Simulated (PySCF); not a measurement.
Ga(3+) (gallium, charge +3) across methods

[Ar] 3d10, closed-shell 1S. Calculation: PySCF 2.14, in aug-cc-pwCVDZ-PP with ECP10MDF; a scalar-relativistic core potential.

```tsv
method	E (hartree)	mean ε 3s (eV)	mean ε 3p (eV)	mean ε 3d (eV)	Σ⟨r²⟩ (bohr²)	⟨S²⟩
PW91	-257.4092	-180.84	-132.19	-52.934	12.05	0.000
LDA	-256.8534	-180.69	-132.11	-53.103	12.11	0.000
r2SCAN0	-257.2062	-192.82	-141.49	-56.383	11.95	0.000
UHF	-256.30896	-212.70	-158.00	-65.199	11.87	0.000
revPBE	-257.3844	-180.63	-131.98	-52.699	12.04	0.000
PBE0	-257.2928	-188.98	-138.83	-56.207	11.98	0.000
PBE	-257.3139	-180.71	-132.07	-52.819	12.05	0.000
wB97X	-257.3751	-189.51	-139.91	-58.340	11.95	0.000
```

(1) Estimate the same row for r2SCAN.

Energies and moments cover only the electrons outside the core potential.

Answers

(1) E (hartree) = -257.2057; mean ε 3s (eV) = -186.16; mean ε 3p (eV) = -135.82; mean ε 3d (eV) = -53.026; Σ⟨r²⟩ (bohr²) = 12.00; ⟨S²⟩ = 0.000.
